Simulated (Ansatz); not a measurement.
`C[CH2][Ga@-]1([CH3])[F+][Ga@-]([CH3])([CH2]C)[F+]1`, relaxed with RKS PBE0-D4/def2-TZVP in Ansatz 0.2.0 from a GFN2-xTB geometry. The force threshold is 0.005 eV/Å; the program also tests the step.

Charge 0, multiplicity 1.

Start:

```xyz
26

C     2.029    1.848    0.569
C     0.725    2.571    0.903
Ga   -0.817    1.247    1.221
C    -2.637    0.975    2.098
F     0.056   -0.604    1.398
Ga   -0.299   -1.568   -0.415
C    -1.966   -2.658    0.017
C     1.498   -1.590   -1.418
C     1.468   -0.738   -2.690
F    -1.046    0.331   -0.638
H     2.355    1.238    1.413
H     1.879    1.189   -0.287
H     2.819    2.559    0.327
H     0.437    3.227    0.075
H     0.853    3.204    1.788
H    -2.525    0.371    3.000
H    -3.110    1.920    2.367
H    -3.282    0.444    1.397
H    -2.380   -2.285    0.955
H    -2.714   -2.541   -0.768
H    -1.742   -3.719    0.127
H     1.749   -2.626   -1.670
H     2.274   -1.224   -0.738
H     2.452   -0.717   -3.162
H     0.752   -1.141   -3.407
H     1.173    0.286   -2.462
```

```tsv
step	energy (eV)	largest force (eV/Å)	largest move (Å)
1	-116655.5042	0.973	0.000
2	-116655.9359	0.788	0.170
3	-116656.0389	0.156	0.092
4	-116656.0495	0.035	0.062
5	-116656.0526	0.031	0.055
6	-116656.0551	0.060	0.083
7	-116656.0567	0.088	0.066
8	-116656.0585	0.105	0.065
9	-116656.0603	0.104	0.064
10	-116656.0616	0.101	0.056
11	-116656.0627	0.097	0.073
12	-116656.0636	0.085	0.033
13	-116656.0646	0.029	0.035
14	-116656.0649	0.014	0.030
15	-116656.0651	0.015	0.037
16	-116656.0652	0.007	0.024
17	-116656.0653	0.011	0.027
18	-116656.0653	0.031	0.041
19	-116656.0654	0.015	0.006
20	-116656.0655	0.004	0.025
21 (rejected)	-116656.0654	0.061	0.070
22	-116656.0655	0.011	0.034
23	-116656.0656	0.029	0.036
24	-116656.0656	0.011	0.007
25	-116656.0656	0.002	0.008
26	-116656.0656	0.002	0.025
27 (rejected)	-116656.0536	0.418	0.191
28	-116656.0657	0.001	0.006
```

End:

```xyz
26

C     1.951    1.923    0.408
C     0.712    2.404    1.154
Ga   -0.763    1.110    1.216
C    -2.528    1.036    2.052
F     0.028   -0.668    1.446
Ga   -0.296   -1.433   -0.327
C    -1.872   -2.576   -0.147
C     1.422   -1.524   -1.275
C     1.376   -0.901   -2.669
F    -0.968    0.390   -0.593
H     2.373    1.026    0.868
H     1.724    1.677   -0.632
H     2.737    2.685    0.398
H     0.322    3.321    0.700
H     0.964    2.671    2.186
H    -2.436    0.940    3.136
H    -3.103    1.940    1.841
H    -3.086    0.177    1.677
H    -2.592   -2.121    0.535
H    -2.357   -2.722   -1.114
H    -1.599   -3.558    0.245
H     1.735   -2.571   -1.336
H     2.165   -1.016   -0.654
H     2.355   -0.933   -3.156
H     0.674   -1.423   -3.325
H     1.062    0.145   -2.633
```

Run time 65 s (4 threads of an AMD EPYC 7R13 on a shared host and a share of an NVIDIA H100 80 GB); peak host memory 1.3 GiB.
